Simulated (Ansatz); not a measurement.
Geometry optimisation, RKS revPBE-D4/def2-SVP in Ansatz 0.2.0.

The input (input.yaml):

```yaml
crystal:
  periodic: [false, false, false]
  atoms:
    - { symbol: Li, position_ang: [-0.13992, -3.08375, 0.90276] }
    - { symbol: B, position_ang: [0.80048, -1.21153, 0.50668] }
    - { symbol: Si, position_ang: [0.85974, 0.51862, -0.32347] }
    - { symbol: S, position_ang: [-1.53901, 1.36408, -0.41992] }
    - { symbol: H, position_ang: [1.88084, -1.50729, 0.90592] }
    - { symbol: H, position_ang: [1.26263, 1.85222, 0.14493] }
    - { symbol: H, position_ang: [0.95692, 0.58174, -1.78768] }
    - { symbol: H, position_ang: [-1.64779, 1.66231, -1.71504] }
    - { symbol: H, position_ang: [-1.36667, 2.63945, -0.07322] }
total_charge: 1
basis:
  gaussian: { orbitals: def2-SVP }
hamiltonian:
  xc: revpbe
  dispersion: d4
relax:
  f_tol: 0.015
  max_steps: 40
```

Command:

```bash
$ ansatz run input.yaml --threads 1 --pin off --max-ram 2048MiB --backend cpu --events-out ev --progress --plain --runs-dir out
```

Question: Where does it end, and by what steps?

Answer: The run converged. Limits of this set-up: the dipole of an ion depends on the origin. After 17 steps the energy has fallen by 0.260 eV; H8 moved furthest, 0.88 Å.

| step | energy less start (eV) | largest force component (eV/Å) | accepted |
| --- | --- | --- | --- |
| 0 | 0.0000 | 1.140 | yes |
| 1 | -0.0690 | 0.840 | yes |
| 2 | -0.1728 | 0.554 | yes |
| 3 | -0.1963 | 0.352 | yes |
| 4 | -0.2133 | 0.130 | yes |
| 5 | -0.2165 | 0.078 | yes |
| 6 | -0.2221 | 0.080 | yes |
| 7 | -0.2270 | 0.203 | yes |
| 8 | -0.2406 | 0.100 | yes |
| 9 | -0.2321 | 0.728 | no |
| 10 | -0.2465 | 0.038 | yes |
| 11 | -0.2497 | 0.189 | yes |
| 12 | -0.2502 | 0.472 | yes |
| 13 | -0.2592 | 0.028 | yes |
| 14 | -0.2599 | 0.028 | yes |
| 15 | -0.2596 | 0.134 | no |
| 16 | -0.2603 | 0.036 | yes |
| 17 | -0.2603 | 0.012 | yes |

```xyz
9
Properties=species:S:1:pos:R:3
Li -0.500 -2.890 1.045
B 0.793 -1.231 0.339
Si 0.870 0.670 -0.236
S -1.435 1.478 -0.219
H 1.973 -1.590 0.335
H 1.324 1.732 0.729
H 1.172 1.068 -1.656
H -1.836 0.876 -1.378
H -1.293 2.703 -0.818
```

Time of the run: 61 s on 1 thread of Arm Neoverse V1, with other jobs on the host, peak memory 0.15 GiB.
